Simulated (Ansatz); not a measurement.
Species: H₅BGeO, charge 0, singlet. H5BGeO (SMILES [GeH3][BH]O).
B3LYP-D3(BJ)/def2-TZVP minimum from Ansatz (a program for electronic structure):
```
Ge
H 1 1.5417
H 1 1.5417 2 107.00
H 1 1.5483 2 107.32 3 114.92
B 1 2.0856 2 111.83 3 -122.77
O 5 1.3503 1 122.47 2 -120.01
H 6 0.9640 5 115.05 1 0.00
H 5 1.1940 6 115.73 7 180.00
```

Total energies in hartree (Ansatz). UHF or UKS for unpaired electrons; spin-orbit terms are left out. Cores are frozen in correlated methods (noble-gas shells, and filled d and f shells in the p block). No relativity. For partners of very few electrons the exact lower level stands in for a higher one.

```tsv
species	HF/cc-pVTZ	CCSD(T)/cc-pVTZ	HF/cc-pVQZ	CCSD(T)/cc-pVQZ	CCSD(T)/cc-pVDZ	CCSDT(Q)/cc-pVDZ
1: H5BGeO (SMILES [GeH3][BH]O)	-2177.92969	-2178.45118	-2177.94128	-2178.49340	-2178.24827	-2178.25011
2: B (doublet)	-24.53207	-24.59810	-24.53297	-24.60084	-24.58941	-24.58977
3: Ge (triplet)	-2075.36107	-2075.42794	-2075.36359	-2075.43284	-2075.34866	-2075.34895
4: H (doublet)	-0.49981	-0.49981	-0.49995	-0.49995	-0.49928	-0.49928
5: O (triplet)	-74.81176	-74.97396	-74.81729	-74.99357	-74.90995	-74.91013
```

### Question
Work out the atomisation energy (electronic, to ground-state atoms) in kJ/mol: take Hartree-Fock from cc-pVQZ, extrapolate the CCSD(T) correlation energy as X^-3 (X = 3, 4), and add CCSDT(Q) - CCSD(T) in cc-pVDZ. 1 hartree = 2625.5 kJ/mol.

### Answer

Species 1: correlation (64·(-0.55212) - 27·(-0.52149))/37 = -0.57447; step -0.00184; E1 = -2177.94128 + (-0.57447) + (-0.00184) = -2178.51759
Species 2: correlation (64·(-0.06787) - 27·(-0.06603))/37 = -0.06921; step -0.00036; E2 = -24.53297 + (-0.06921) + (-0.00036) = -24.60254
Species 3: correlation (64·(-0.06925) - 27·(-0.06687))/37 = -0.07099; step -0.00029; E3 = -2075.36359 + (-0.07099) + (-0.00029) = -2075.43487
Species 4: correlation (64·(0.00000) - 27·(0.00000))/37 = 0.00000; step +0.00000; E4 = -0.49995 + (0.00000) + (+0.00000) = -0.49995
Species 5: correlation (64·(-0.17628) - 27·(-0.16220))/37 = -0.18655; step -0.00018; E5 = -74.81729 + (-0.18655) + (-0.00018) = -75.00402
-1·E1 +1·E2 +1·E3 +5·E4 +1·E5 = 0.97641 hartree = 2563.6 kJ/mol.
